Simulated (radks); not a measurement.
Values are calculated unless marked as measured or tabulated.
Ionisation of neutral dysprosium, [Xe] 4f10 6s2, to Dy+, [Xe] 4f10 6s1, under several functionals. Scalar-relativistic Kohn-Sham, spin-polarised, spherical densities, point nucleus; open shells are filled with parallel spins first (spin-orbit coupling, left out, can overturn this in heavy ions); a radial shooting solver on a logarithmic mesh with Libxc functionals.

functional,E(Dy) (hartree),Exc (hartree),IE (eV),-e(HOMO) (eV),<r> HOMO (bohr),IE error (eV)
PW91,-12158.7327,-264.5001,5.997,1.523,0.9203,+0.058
OLYP,-12161.8280,-267.7922,5.751,1.512,0.9119,-0.188
exchange-only B88,-12154.7340,-260.4363,5.246,0.351,0.9377,-0.693
SOGGA,-12152.8446,-258.5867,5.823,1.414,0.9205,-0.117

NIST Atomic Spectra Database: 5.939 eV (measured). Closest: PW91. The Delta-SCF values span 0.75 eV, the total energies 8.98 hartree. The highest occupied level is 4f. Open shells are spherical and high-spin; term and fine-structure splittings are not resolved. Spin-orbit splitting is averaged out at the scalar-relativistic level.
